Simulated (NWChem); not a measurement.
System: C3H9ClSi; SMILES C[Si](C)(C)Cl

NWChem input:

```
start job
memory heap 200 mb stack 900 mb global 1100 mb
geometry units angstroms noautoz
  C      0.832383    -1.581240     0.898514
  Si     0.000000     0.000000     0.341848
  C      0.953203     1.511484     0.898514
  C     -1.785585     0.069756     0.898514
  Cl     0.000000     0.000000    -1.754262
  H      0.861377    -1.636078     1.999026
  H      0.290550    -2.463918     0.525839
  H      1.866651    -1.633860     0.525655
  H      0.481639     2.433498     0.525655
  H      0.986197     1.564013     1.999026
  H      1.988541     1.483583     0.525839
  H     -1.847574     0.072065     1.999026
  H     -2.348290    -0.799637     0.525655
  H     -2.279091     0.980336     0.525839
end
basis spherical
  * library def2-svp
end
dft
  xc b3lyp
  iterations 150
  mulliken
end
task dft energy
```

Output (shortened):

```
             Northwest Computational Chemistry Package (NWChem) 7.3.0
             --------------------------------------------------------

 C3  symmetry detected

                             Geometry "geometry" -> ""
                             -------------------------

 Output coordinates in angstroms (scale by  1.889725989 to convert to a.u.)

  No.       Tag          Charge          X              Y              Z
 ---- ---------------- ---------- -------------- -------------- --------------
    1 C                    6.0000    -0.93966857     1.51993529    -0.89354452
    2 Si                  14.0000    -0.00000000    -0.00000000    -0.33687852
    3 C                    6.0000     1.78613686     0.05380921    -0.89354452
    4 C                    6.0000    -0.84646829    -1.57374450    -0.89354452
    5 Cl                  17.0000     0.00000000     0.00000000     1.75923148
    6 H                    1.0000    -0.97219230     1.57275684    -1.99405652
    7 H                    1.0000    -1.97521459     1.50127961    -0.52086952
    8 H                    1.0000    -0.45989069     2.43770110    -0.52068552
    9 H                    1.0000     2.34105643    -0.82057353    -0.52068552
   10 H                    1.0000     1.84814352     0.05556481    -1.99405652
   11 H                    1.0000     2.28775358     0.95994621    -0.52086952
   12 H                    1.0000    -0.87595122    -1.62832165    -1.99405652
   13 H                    1.0000    -1.88116573    -1.61712758    -0.52068552
   14 H                    1.0000    -0.31253899    -2.46122582    -0.52086952

 Effective nuclear repulsion energy (a.u.)     298.2045206698

      Symmetry information
      --------------------

 Group name             C3
 Group number              5
 Group order               3
 No. of unique centers     6

                                 NWChem DFT Module
                                 -----------------

 Summary of "ao basis" -> "ao basis" (spherical)
 ------------------------------------------------------------------------------
       Tag                 Description            Shells   Functions and Types
 ---------------- ------------------------------  ------  ---------------------
 C                          def2-svp                 6       14   3s2p1d
 Si                         def2-svp                 8       18   4s3p1d
 Cl                         def2-svp                 8       18   4s3p1d
 H                          def2-svp                 3        5   2s1p

      Symmetry analysis of basis
      --------------------------

        a          45
        e+         39
        e-         39

  Rotation of axis

            General Information
            -------------------
          SCF calculation type: DFT
          Wavefunction type:  closed shell.
          No. of atoms     :    14
          No. of electrons :    58
           Alpha electrons :    29
            Beta electrons :    29
          Charge           :     0
          Spin multiplicity:     1
          Use of symmetry is: on ; symmetry adaption is: on
          Maximum number of iterations: 150
          AO basis - number of functions:   123
                     number of shells:    61
          Convergence on energy requested:  1.00D-06
          Convergence on density requested:  1.00D-05
          Convergence on gradient requested:  5.00D-04

              XC Information
              --------------
                         B3LYP Method XC Potential
                     Hartree-Fock (Exact) Exchange  0.200
                        Slater Exchange Functional  0.800 local
                    Becke 1988 Exchange Functional  0.720 non-local
              Lee-Yang-Parr Correlation Functional  0.810
                  VWN I RPA Correlation Functional  0.190 local

             Grid Information
             ----------------
          Grid used for XC integration:  medium
          Radial quadrature: Mura-Knowles
          Angular quadrature: Lebedev.
          Tag              B.-S. Rad. Rad. Pts. Rad. Cut. Ang. Pts.
          ---              ---------- --------- --------- ---------
          C                   0.70       49          11.0       434
          Si                  1.10       88           8.0       590
          Cl                  1.00       88          11.0       590
          H                   0.35       45          12.0       434
          Grid pruning is: on
          Number of quadrature shells:   360
          Spatial weights used:  Erf1

      Superposition of Atomic Density Guess
      -------------------------------------

 Sum of atomic energies:        -865.43000619

      Non-variational initial energy
      ------------------------------

 Total energy =    -868.137136
 1-e energy   =   -1784.164535
 2-e energy   =     617.822879
 HOMO         =      -0.364326
 LUMO         =       0.078095

      Symmetry analysis of molecular orbitals - initial
      -------------------------------------------------

  Numbering of irreducible representations:

     1 a           2 e+          3 e-

  Orbital symmetries:

     1 a           2 a           3 a           4 e+          5 e+
     6 a           7 a           8 e+          9 e+         10 a
    11 e+         12 e+         13 a          14 a          15 e+
    16 e+         17 a          18 a          19 a          20 e+
    21 e+         22 e+         23 e+         24 a          25 a
    26 e+         27 e+         28 e+         29 e+         30 a
    31 a          32 e+         33 e+         34 e+         35 e+
    36 a          37 e+         38 e+         39 a

     ---------------------------------------------
      Total Density - Mulliken Population Analysis
     ---------------------------------------------

    Atom       Charge   Shell Charges
 -----------   ------   -------------------------------------------------------
    1 C    6     6.58   1.99  0.97  0.26  2.13  1.22  0.01
    2 Si  14    13.05   2.00  1.99  0.97  0.08  5.93  0.99  0.82  0.27
    3 C    6     6.58   1.99  0.97  0.26  2.13  1.22  0.01
    4 C    6     6.58   1.99  0.97  0.26  2.13  1.22  0.01
    5 Cl  17    17.45   2.00  1.99  1.22  0.72  5.94  2.17  3.39  0.01
    6 H    1     0.86   0.65  0.19  0.03
    7 H    1     0.86   0.65  0.19  0.03
    8 H    1     0.86   0.65  0.19  0.03
    9 H    1     0.86   0.65  0.19  0.03
   10 H    1     0.86   0.65  0.19  0.03
   11 H    1     0.86   0.65  0.19  0.03
   12 H    1     0.86   0.65  0.19  0.03
   13 H    1     0.86   0.65  0.19  0.03
   14 H    1     0.86   0.65  0.19  0.03

   convergence    iter        energy       DeltaE   RMS-Dens  Diis-err
 ---------------- ----- ----------------- --------- --------- ---------
 d= 0,ls=0.0,diis     1   -869.1857473210 -1.17D+03  7.50D-03  4.26D-01
 d= 0,ls=0.0,diis     2   -869.2191153728 -3.34D-02  3.99D-03  9.63D-02
 d= 0,ls=0.0,diis     3   -869.2288344292 -9.72D-03  1.44D-03  2.90D-02
 d= 0,ls=0.0,diis     4   -869.2329674482 -4.13D-03  9.71D-05  1.25D-04
 d= 0,ls=0.0,diis     5   -869.2329800833 -1.26D-05  4.15D-05  2.63D-05
  Resetting Diis
 d= 0,ls=0.0,diis     6   -869.2329836780 -3.59D-06  8.83D-06  1.22D-06
 d= 0,ls=0.0,diis     7   -869.2329838590 -1.81D-07  1.57D-06  9.27D-09

         Total DFT energy =     -869.232983858965
      One electron energy =    -1789.642865528917
           Coulomb energy =      691.089036147193
    Exchange-Corr. energy =      -68.883675147041
 Nuclear repulsion energy =      298.204520669800

 Numeric. integr. density =       58.000005308026

                  Occupations of the irreducible representations
                  ----------------------------------------------

                     irrep           alpha         beta
                     --------     --------     --------
                     a                13.0         13.0
                     e+               16.0         16.0
                     e-                0.0          0.0

                       DFT Final Molecular Orbital Analysis
                       ------------------------------------

 Vector   27  Occ=2.000000D+00  E=-3.323357D-01  Symmetry=e+
              MO Center=  2.8D-01,  6.5D-02,  7.5D-02, r^2= 4.2D+00
   Bfn.  Coefficient  Atom+Function         Bfn.  Coefficient  Atom+Function
  ----- ------------  ---------------      ----- ------------  ---------------
    71      0.337402   5 Cl px               36     -0.299007   3 C  px
    68      0.261452   5 Cl px               22      0.223814   2 Si px
    25      0.193899   2 Si px                4     -0.163775   1 C  px
    65      0.152528   5 Cl px               39     -0.146962   3 C  px
    50     -0.141534   4 C  px               84      0.132340   7 H  s

 Vector   28  Occ=2.000000D+00  E=-2.898427D-01  Symmetry=e+
              MO Center=  2.8D-02, -2.5D-01,  7.5D-01, r^2= 3.6D+00
   Bfn.  Coefficient  Atom+Function         Bfn.  Coefficient  Atom+Function
  ----- ------------  ---------------      ----- ------------  ---------------
    71      0.374542   5 Cl px               72      0.366451   5 Cl py
    68      0.273396   5 Cl px               69      0.267490   5 Cl py
    51      0.198029   4 C  py               49      0.195557   4 C  s
    36      0.175683   3 C  px               65      0.159262   5 Cl px
    66      0.155821   5 Cl py               35     -0.150707   3 C  s

[...]
```

Level: B3LYP/def2-SVP. Geometry: optimised at PBE0/def2-SVP.
